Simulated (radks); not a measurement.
Effect of the nuclear size on neutral cadmium, [Kr] 4d10 5s2. All-electron calculation, Dirac Kohn-Sham, relativistic LDA (MacDonald-Vosko exchange, VWN5 correlation), spin-unpolarised, spherical densities, finite nucleus; Fermi nuclear charge, rms radius 4.6087 fm. Program: a radial shooting solver on a logarithmic mesh with Libxc functionals. The rms radius is varied about that value; shifts are against it.

[
 {"rms radius (fm)": "3.8759", "total energy shift (eV)": "-0.942", "density at nucleus (e/bohr^3)": "1.616e+05", "1s1/2 shift (meV)": "-394", "2s1/2 shift (meV)": "-44.4", "4s1/2 shift (meV)": "-1.56", "4p1/2 shift (meV)": "0.153", "5s1/2 shift (meV)": "-0.074"},
 {"rms radius (fm)": "4.2446", "total energy shift (eV)": "-0.486", "density at nucleus (e/bohr^3)": "1.596e+05", "1s1/2 shift (meV)": "-203", "2s1/2 shift (meV)": "-22.9", "4s1/2 shift (meV)": "-0.806", "4p1/2 shift (meV)": "0.079", "5s1/2 shift (meV)": "-0.038"},
 {"rms radius (fm)": "4.6087", "total energy shift (eV)": "0", "density at nucleus (e/bohr^3)": "1.577e+05", "1s1/2 shift (meV)": "0.000", "2s1/2 shift (meV)": "0.000", "4s1/2 shift (meV)": "0.000", "4p1/2 shift (meV)": "0.000", "5s1/2 shift (meV)": "0.000"},
 {"rms radius (fm)": "5.0004", "total energy shift (eV)": "0.561", "density at nucleus (e/bohr^3)": "1.559e+05", "1s1/2 shift (meV)": "235", "2s1/2 shift (meV)": "26.4", "4s1/2 shift (meV)": "0.930", "4p1/2 shift (meV)": "-0.091", "5s1/2 shift (meV)": "0.044"},
 {"rms radius (fm)": "5.4521", "total energy shift (eV)": "1.26", "density at nucleus (e/bohr^3)": "1.54e+05", "1s1/2 shift (meV)": "525", "2s1/2 shift (meV)": "59.2", "4s1/2 shift (meV)": "2.08", "4p1/2 shift (meV)": "-0.203", "5s1/2 shift (meV)": "0.098"}
]

Slopes of the eigenvalues against <r^2> in GHz/fm^2, as finite differences over the two radii next to the reference (eigenvalue slopes, not the field-shift constants of lines): 1s1/2 15100, 2s1/2 1710, 4s1/2 60.1, 4p1/2 -5.87, 5s1/2 2.84.
